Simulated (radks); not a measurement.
Q: Excited configurations of the osmium ion Os3+: one electron is placed in a higher orbital outside [Xe] 4f14 5d4. The ground configuration is [Xe] 4f14 5d5. Method: scalar-relativistic Kohn-Sham, PBE, spin-polarised, spherical densities, point nucleus; open shells are filled with parallel spins first (spin-orbit coupling, left out, can overturn this in heavy ions); computed with a radial shooting solver on a logarithmic mesh with Libxc functionals. Excitation = E - E(ground); binding = E(ion) - E, where the ion is the core of charge +4; n* = 4/sqrt(2 binding) in atomic units, and the quantum defect is n - n*.

| outer orbital | excitation (eV) | binding (eV) | n* | quantum defect | eigenvalue (eV) | <r> (bohr) |
|---|---|---|---|---|---|---|
| 5f | 27.394 | 15.525 | 3.745 | 1.255 | -12.659 | 3.656 |
| 6s | 5.551 | 37.369 | 2.414 | 3.586 | -33.006 | 2.384 |
| 6p | 14.647 | 28.272 | 2.775 | 3.225 | -24.676 | 2.859 |
| 6d | 24.821 | 18.099 | 3.468 | 2.532 | -15.703 | 3.999 |
| 6f | 32.696 | 10.224 | 4.614 | 1.386 | -8.881 | 6.684 |
| 7s | 24.568 | 18.352 | 3.444 | 3.556 | -16.453 | 4.642 |
| 7p | 27.707 | 15.213 | 3.783 | 3.217 | -13.608 | 5.379 |
| 7d | 31.817 | 11.103 | 4.428 | 2.572 | -9.835 | 6.953 |

Estimate the row for 7f.

A: excitation (eV) 35.843; binding (eV) 7.077; n* 5.546; quantum defect 1.454; eigenvalue (eV) -6.283; <r> (bohr) 10.40. The Delta-SCF ionisation energy is 42.920 eV (NIST Atomic Spectra Database: 41 eV, theoretical). Self-interaction in the functional shifts the binding energies and quantum defects, so they are the method's values and not measured ones. Open shells are spherical and high-spin; term and fine-structure splittings are not resolved. Spin-orbit splitting is averaged out at the scalar-relativistic level.
